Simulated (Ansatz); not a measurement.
The molecule TaF, multiplicity 5 (an upper state: multiplicity 3 came lower at CCSD(T)/def2-TZVPP on PBE0 minima). No spin–orbit coupling.

The constants come from a fifth-degree fit in 1/R (seven points, main isotopes). Runs in def2 and cc sets follow the lowest solution found near the PBE0 minimum.

Programs: Ansatz (Gaussian orbitals). Values without a source in brackets are computed. In def2 rows elements past Kr take small-core potentials, without spin–orbit coupling.

```json
[
 {"level": "PBE/def2-TZVPP", "r_e (Å)": "1.883", "ω_e (cm⁻¹)": "634", "B_e (cm⁻¹)": "0.276", "ω_e x_e (cm⁻¹)": "2.8", "dipole (D)": "2.09"},
 {"level": "PBE0/def2-TZVPP", "r_e (Å)": "1.875", "ω_e (cm⁻¹)": "647", "B_e (cm⁻¹)": "0.279", "ω_e x_e (cm⁻¹)": "2.7", "dipole (D)": "2.33"},
 {"level": "wB97X-V/def2-TZVPP", "r_e (Å)": "1.883", "ω_e (cm⁻¹)": "637", "B_e (cm⁻¹)": "0.277", "ω_e x_e (cm⁻¹)": "2.7", "dipole (D)": "2.17"},
 {"level": "CCSD/def2-TZVPP", "r_e (Å)": "1.885", "ω_e (cm⁻¹)": "643", "B_e (cm⁻¹)": "0.276", "ω_e x_e (cm⁻¹)": "2.6", "dipole (D)": "-"},
 {"level": "CCSD(T)/def2-TZVPP", "r_e (Å)": "1.885", "ω_e (cm⁻¹)": "645", "B_e (cm⁻¹)": "0.276", "ω_e x_e (cm⁻¹)": "2.5", "dipole (D)": "-"}
]
```

Correlated levels freeze the inner cores; with def2 sets outer-core shells near the valence are correlated too.

Ansatz is a first-principles code.
